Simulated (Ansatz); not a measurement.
Ge(OMe)H3 (CH6GeO). Total charge 0; triplet. Geometry PBE-D4/def2-TZVP, that of the neutral singlet.

```xyz
9

Ge   -0.846    0.705    0.819
O     0.013   -0.823    0.393
C     0.837   -0.785   -0.766
H     0.262   -0.552   -1.682
H     1.286   -1.782   -0.889
H     1.657   -0.048   -0.675
H     0.203    1.824    1.063
H    -1.636    0.355    2.095
H    -1.776    1.106   -0.358
```

At PBE0-D4/def2-TZVP a singlet of charge 0 lies 6.03 eV below the triplet at the same geometry.

**Question.** Estimate the α-spin orbital energies around the gap (eV) in Ansatz with PBE-D4/def2-TZVP, r2SCAN-D4/def2-TZVP, PBE0-D4/def2-TZVP.

**Answer.** 
| orbital | PBE-D4/def2-TZVP | r2SCAN-D4/def2-TZVP | PBE0-D4/def2-TZVP |
| --- | --- | --- | --- |
| HOMO−5 | -11.68 | -12.20 | -13.45 |
| HOMO−4 | -9.35 | -10.03 | -11.39 |
| HOMO−3 | -8.75 | -9.37 | -10.76 |
| HOMO−2 | -8.36 | -8.70 | -9.56 |
| HOMO−1 | -8.21 | -8.46 | -9.37 |
| HOMO | -1.34 | -1.43 | -2.04 |
| LUMO | -0.11 | 0.40 | 0.82 |
| LUMO+1 | 0.46 | 0.89 | 1.37 |
| LUMO+2 | 0.82 | 1.19 | 1.78 |
| LUMO+3 | 1.02 | 1.51 | 1.92 |
| LUMO+4 | 1.53 | 1.82 | 2.26 |
| LUMO+5 | 1.76 | 2.27 | 2.58 |
| β HOMO | -7.93 | -8.19 | -9.12 |
| β LUMO | -7.06 | -6.85 | -5.99 |
